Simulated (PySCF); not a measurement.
# Radial density of In²⁺ (indium, charge +2)

M06-2X, [Kr] 4d9 5s1 5p1, one real determinant (an excited configuration). Calculation: PySCF 2.14, in x2c-QZVPPall with one added diffuse shell each of s, p, d, f type (14s10p8d5f1g, 128 functions); the spin-free X2C one-electron Hamiltonian (Gaussian nucleus).

```tsv
r (bohr)	4πr²ρ (e/bohr)	4πr²(ρα − ρβ)
0.0230	62.81	0.0098
0.0386	54.20	0.0114
0.0649	68.65	0.0520
0.109	76.48	0.1228
0.184	54.98	0.3010
0.309	62.47	0.1747
0.520	21.25	0.3093
0.874	21.24	1.0968
1.47	6.748	1.0138
2.47	1.340	1.0085
4.16	0.1271	0.1248
7.00	0.001104	0.0011
```

Densities and radii are taken from the X2C orbitals without a picture-change correction, which distorts them close to the nucleus.

⟨L²⟩ = 8.02 against 12 for a pure F term, so this real determinant mixes terms.
